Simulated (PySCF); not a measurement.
# Energy of Mn (manganese, neutral) between two integer charges

The 4s beta orbital of [Ar] 3d5 4s2 is emptied in steps (occupation f), with all orbitals relaxed, ending at [Ar] 3d5 4s1. Calculation: PySCF 2.14, in aug-pcseg-2 (7s5p4d3f2g, 81 functions); no relativity, point nucleus. The exact energy is a straight line in f; departures are measured from the line between the end points of the same method.

```csv
f,PBE0 (eV),r2SCAN (eV),LC-wPBE (eV)
1,0.000,0.000,0.000
0.75,-0.367,-0.428,0.018
0.5,-0.487,-0.540,0.020
0.25,-0.360,-0.363,0.012
0,0.000,0.000,0.000
```

Q: For PBE0, how does the orbital energy at f = 1 compare with the removal energy?

A: −ε = 5.056 eV against a total-energy difference of 7.019 eV. By Janak's theorem ε = ∂E/∂f, so the gap between them reflects the curvature. Along the path −ε is 6.045 (f = 0.75), 7.034 (f = 0.5), 8.023 (f = 0.25) eV.

| method | E(f=0) − E(f=1) (eV) | −ε at f=1 (eV) | −ε at f=0.5 (eV) |
| --- | --- | --- | --- |
| PBE0 | 7.019 | 5.056 | 7.034 |
| r2SCAN | 6.870 | 4.521 | 7.039 |
| LC-wPBE | 6.900 | 7.002 | 6.883 |

As f goes to zero the orbital energy of a semilocal functional can turn back, because the density of that orbital vanishes from the exchange-correlation potential.

Reference removal energy between the ground levels: 7.434 eV (measured; NIST Atomic Spectra Database, ionization energies).
